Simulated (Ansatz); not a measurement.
Total energies of Sn(SiH3)H3 (SiSnH₆) from Ansatz at r2SCAN-D4/def2-TZVP, gas phase (1 Eh = 27.2114 eV = 2625.5 kJ/mol). The reference geometry is relaxed at PBE-D4/def2-TZVP.

```xyz
8

Sn   -1.038   -0.360   -0.599
Si    1.098    0.381    0.633
H     2.103    0.904   -0.344
H     1.699   -0.775    1.368
H     0.778    1.461    1.618
H    -0.675   -1.535   -1.802
H    -1.795    0.977   -1.372
H    -2.169   -1.052    0.498
```

```json
{"state": "charge 0 singlet", "geometry": "reference", "energy (Eh)": "-507.42815"}
{"state": "charge 1 doublet", "geometry": "reference", "energy (Eh)": "-507.06361"}
{"state": "free Sn atom (triplet)", "geometry": "–", "energy (Eh)": "-214.33064"}
{"state": "free Si atom (triplet)", "geometry": "–", "energy (Eh)": "-289.34121"}
{"state": "free H atom (doublet)", "geometry": "–", "energy (Eh)": "-0.49993"}
```

In the def2 sets Sn takes a core potential; there is no spin–orbit coupling.

Problem. Work out the vertical ionisation energy to the doublet.

Solution. E(charge 1 doublet) − E(charge 0 singlet) = -507.06361 − (-507.42815) = 0.36454 Eh = 9.92 eV. For comparison, −ε of the highest occupied level is 7.21 eV at this level, 2.71 eV less.

Problem. What is the binding energy per atom against free atoms?

Solution. Atoms: 1 × (-214.33064) + 1 × (-289.34121) + 6 × (-0.49993) = -506.67143 Eh. Binding: -506.67143 − (-507.42815) = 0.75672 Eh = 20.59 eV, or 2.57 eV for each of 8 atoms (no zero-point energy, no counterpoise term).
